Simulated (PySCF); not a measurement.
C4H7FSi, SMILES C#CC[Si@@H](C)F. Heavy atoms are numbered as in [CH:1]#[C:2][CH2:3][Si@@H:4]([CH3:5])[F:6]. Hydrogens are named by the atom that carries them.

The structure is a stationary point at PBE0-D3(BJ)/def2-SVP. The structure was generated by enumeration; whether it is a known compound was not checked. One conformer was computed; it need not be the lowest.

All values below come from PBE/def2-TZVP in PySCF.

Atomic charges (e), one atom of each kind:

```tsv
atom	Mulliken	meta-Löwdin
C1 (CH)	-0.20	-0.24
C2	?	-0.03
C3 (CH2)	-0.35	-0.47
Si4 (SiH)	0.52	1.06
C5 (CH3)	?	-0.62
F6	?	-0.49
H on C1	0.15	0.17
H on C3	?	0.16
H on Si4	?	-0.12
H on C5	0.13	0.14
```

Question: Some entries are withheld; supply them. (An estimate is asked for; the answer gives what the named calculation found.)

Answer: 
- C2, Mulliken: 0.00
- C5 (CH3), Mulliken: -0.48
- F6, Mulliken: -0.30
- H on C3, Mulliken: 0.15
- H on Si4, Mulliken: -0.06

Question: Give the Mayer and Wiberg (Löwdin basis) orders of the bonds. (The exact figures need the calculation; the answer reports its results.)

Answer: 
| bond | Mayer | Wiberg |
|---|---|---|
| C1–C2 | 2.73 | 2.93 |
| C2–C3 | 1.13 | 1.37 |
| C3–Si4 | 0.95 | 1.05 |
| Si4–C5 | 1.02 | 1.23 |
| Si4–F6 | 1.12 | 1.69 |
